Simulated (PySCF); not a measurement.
Molecule: `O(C)C1=CC=CS1`, C5H6OS.

Atom-mapped SMILES (the numbers label the heavy atoms): `[CH3:1][O:2][c:3]1[cH:4][cH:5][cH:6][s:7]1`. Hydrogens are named by the atom that carries them.

Geometry PBE0-D3(BJ)/def2-SVP throughout; GIAO in PySCF 2.14.0 with density-fitted response routines, gas phase, one conformer, non-relativistic; equivalent atoms averaged; basis pcSseg-1.

Q: How do the absolute shieldings σ depend on the functional? (a selection of nuclei; ppm; last column core-seconds on shared hosts with different chips, so compare them loosely; the GGAs took longer than the global hybrids here, which isn't the general rule, and the cause wasn't traced)

A: 
| functional | kind | C5 | C6 | C4 | O2 | S7 | H(C5) | H(C4) | H(C6) | H(C1) | core-s |
| --- | --- | --- | --- | --- | --- | --- | --- | --- | --- | --- | --- |
| BP86 | GGA | 51.5 | 68.0 | 74.6 | 214.8 | 307.7 | 24.50 | 25.00 | 25.15 | 27.47 | 21 |
| KT3 | GGA | 63.5 | 78.8 | 85.3 | 217.0 | 356.1 | 24.65 | 25.15 | 25.26 | 27.60 | 21 |
| B3LYP | global hybrid | 47.7 | 63.3 | 71.8 | 223.9 | 305.3 | 24.61 | 25.11 | 25.22 | 27.66 | 13 |
| PBE0 | global hybrid | 53.2 | 69.5 | 77.3 | 230.7 | 330.0 | 24.38 | 24.90 | 24.99 | 27.56 | 13 |
| mPW1PW91 | global hybrid | 52.1 | 68.3 | 76.2 | 229.9 | 325.4 | 24.44 | 24.96 | 25.05 | 27.62 | 15 |
| WP04 | global hybrid | 41.0 | 53.7 | 63.7 | 212.4 | 274.0 | 24.99 | 25.48 | 25.44 | 27.98 | 16 |
| B97-2 | global hybrid | 55.5 | 71.4 | 79.0 | 228.9 | 334.7 | 24.54 | 25.06 | 25.15 | 27.68 | 13 |
| BHandHLYP | global hybrid | 49.7 | 65.4 | 75.3 | 242.7 | 332.0 | 24.56 | 25.08 | 25.15 | 27.80 | 13 |

Q: Which nucleus among those listed moves most, in ppm?

A: S7 (aromatic ring sulfur): from 274.0 ppm with WP04 to 356.1 ppm with KT3. The smallest spread is 0.45 ppm, at H(C6). Proton shifts span only some 12 ppm, so a few tenths of a ppm matter as much there as several ppm in carbon.
